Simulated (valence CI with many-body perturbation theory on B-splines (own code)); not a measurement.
**Assign the levels of Kr XV**

Computed by valence CI with perturbative core correlation (CI+MBPT): four valence electrons over a frozen Dirac-Fock core [Ar], a basis of 9 s, 9 p, 10 d, 8 f, 5 g, 3 h, 1 i functions for each j, with the one-electron correlation potential Σ1 (screened to all orders), the two-electron term Σ2, the three-electron term Σ3, Breit, model QED; selected single and double excitations, second order for the rest (own B-spline code, finite nucleus).

No measured levels were compared; by estimate terms of the open shell hold to 2 to 4 % of their energy, and close levels can change places. Core correlation moves these levels by up to 7600 cm⁻¹, and in measured spectra 5 to 20 % of such shifts remained as error; rates that hang on mixing are uncertain with them. Only levels of the ground parity were solved; by the run's estimate the other parity begins above the list, which can be wrong where configurations are misplaced.

| No. | J | Parity | E (cm⁻¹) | g |
| --- | --- | --- | --- | --- |
| 2 | 1 | even | 2430 | 1.498 |
| 3 | 2 | even | 5996 | 1.496 |
| 4 | 3 | even | 10037 | 1.493 |
| 5 | 4 | even | 14253 | 1.490 |
| 7 | 4 | even | 55119 | 0.887 |
| 8 | 1 | even | 60494 | 1.474 |
| 9 | 5 | even | 60699 | 1.053 |
| 11 | 6 | even | 64162 | 1.154 |
| 12 | 2 | even | 65012 | 0.687 |
| 14 | 2 | even | 73050 | 1.459 |
| 17 | 5 | even | 80242 | 1.178 |
| 18 | 3 | even | 88365 | 1.318 |
| 19 | 2 | even | 90195 | 1.168 |
| 20 | 6 | even | 91237 | 1.009 |

Energies count from the lowest level. Strongly mixed levels and levels close to another of their J and parity, and those with J = 0 are left out, so the numbers can have gaps.

Question: Give configuration and LS term of each level.

Answer: 2: 3d⁴ ⁵D; 3: 3d⁴ ⁵D; 4: 3d⁴ ⁵D; 5: 3d⁴ ⁵D; 7: 3d⁴ ³H; 8: 3d⁴ ³P; 9: 3d⁴ ³H; 11: 3d⁴ ³H; 12: 3d⁴ ³F; 14: 3d⁴ ³P; 17: 3d⁴ ³G; 18: 3d⁴ ³D; 19: 3d⁴ ³D; 20: 3d⁴ ¹I.
